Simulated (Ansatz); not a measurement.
HfSe2. Charge 0, multiplicity 3. Geometry PBE-D4/def2-TZVP; atoms count from 1.

```xyz
3

Hf    0.755    0.498    0.672
Se   -0.914   -1.206    0.976
Se    0.159    0.708   -1.648
```

In the def2 sets Hf takes a core potential; there is no spin–orbit coupling. At PBE0-D4/def2-TZVP a singlet of charge 0 lies 0.72 eV below the triplet, each at its own geometry. The structure comes from a short search, and lower isomers may exist.

Estimate the Mulliken populations from the PBE0/def2-TZVP orbitals of Ansatz.


```json
{"atom": "Hf1", "charge (e)": "0.60", "spin (α − β)": "0.97", "d electrons": "2.18"}
{"atom": "Se2", "charge (e)": "-0.30", "spin (α − β)": "0.51", "d electrons": "–"}
{"atom": "Se3", "charge (e)": "-0.30", "spin (α − β)": "0.51", "d electrons": "–"}
```
Mulliken values and Mayer orders depend strongly on the basis.

Where does the spin sit?

Summed by element: Hf 0.97, Se 1.03, of 2 unpaired in all. Largest on single atoms: Hf1 0.97, Se2 0.51, Se3 0.51.

And the Mayer bond orders between bonded heavy atoms (over 0.3)?

Hf1–Se2 1.84 (2.40 Å); Hf1–Se3 1.84 (2.40 Å).
